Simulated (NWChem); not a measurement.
Species: GeH₃O₃ cation

```xyz
7

O     -1.6799     0.2200     0.0000
Ge    -0.0026     0.0096     0.0000
O      0.6055    -1.5799     0.0000
O      0.8442     1.4783     0.0000
H     -2.2377    -0.5765     0.0000
H      1.5618    -1.7502     0.0000
H      1.8149     1.4859     0.0000
```
Atoms are numbered in this order, from 1.

STO-3G and 3-21G are far too small for this property and stand as cheap habits. Coordinates come from a PBE0/def2-SVP optimisation.

Q: Give the principal values of the shielding tensors (ppm) of O1, Ge2, O3, O4 from Hartree-Fock/STO-3G, GIAO (NWChem), with their diamagnetic and paramagnetic parts as GIAO splits them.

A: 
```tsv
atom	σ11	σ22	σ33	isotropic	diamagnetic	paramagnetic
O1	276.1	388.7	500.0	388.3	375.3	12.9
Ge2	2047.5	2083.9	2157.9	2096.4	2731.6	-635.2
O3	228.0	366.6	488.5	361.0	376.8	-15.8
O4	236.9	381.9	492.9	370.5	376.1	-5.6
```
